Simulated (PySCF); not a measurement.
A calculated (TPSSh, PySCF 2.14, aug-cc-pCVTZ, no relativity, point nucleus) atom or ion has these occupied shells.

```json
{"shell": "1s α", "electrons": "1", "orbital energy (eV)": "-54.350", "rms radius, mean of both spins (bohr)": "0.674"}
{"shell": "1s β", "electrons": "1", "orbital energy (eV)": "-54.109", "rms radius, mean of both spins (bohr)": "0.674"}
{"shell": "2s α", "electrons": "1", "orbital energy (eV)": "-3.432", "rms radius, mean of both spins (bohr)": "4.12"}
```

(1) Name the element and its charge.

## Answers

(1) Li (lithium, neutral), in [He] 2s1, 2S determinant.
